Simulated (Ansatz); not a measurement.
C2H5F3GeO (`CC[O][Ge]([F])([F])[F]`). The species carries charge 0 and has multiplicity 1. The structure was optimised at the PBE0-D4/def2-TZVP level. It is one conformer, not always the lowest.

```xyz
12

C    -0.244    0.837    1.774
C     0.311   -0.023    0.670
O    -0.479    0.205   -0.507
Ge   -0.110   -0.614   -1.977
F    -0.216   -2.310   -1.831
F     1.469   -0.287   -2.534
F    -1.208   -0.116   -3.171
H     0.336    0.688    2.688
H    -0.195    1.892    1.500
H    -1.284    0.578    1.977
H     0.265   -1.082    0.944
H     1.356    0.233    0.467
```

What is the dipole moment at B3LYP/def2-TZVPP? (An estimate is asked.)

Ansatz gave: 2.93 D, with components (0.54, 0.56, 2.82) D in this frame, pointing from negative to positive charge.

And with PBE, r2SCAN, ωB97M-V? (An estimate is asked.)

The calculation gave: PBE 2.83 D, r2SCAN 2.90 D, ωB97M-V 2.88 D.

Give the Mulliken charges with B3LYP, r2SCAN, PBE in def2-TZVPP. (Best estimate.)

The calculation gave: 
```csv
atom,B3LYP,r2SCAN,PBE
C1,-0.24,-0.13,-0.24
C2,0.00,0.09,-0.03
O3,-0.37,-0.38,-0.30
Ge4,1.15,1.14,0.99
F5,-0.34,-0.34,-0.30
F6,-0.34,-0.34,-0.30
F7,-0.32,-0.32,-0.28
H8,0.08,0.04,0.08
H9,0.09,0.05,0.09
H10,0.09,0.05,0.09
H11,0.10,0.06,0.10
H12,0.10,0.06,0.10
```

B3LYP here is the variant with VWN-RPA as its local correlation; programs differ in this.
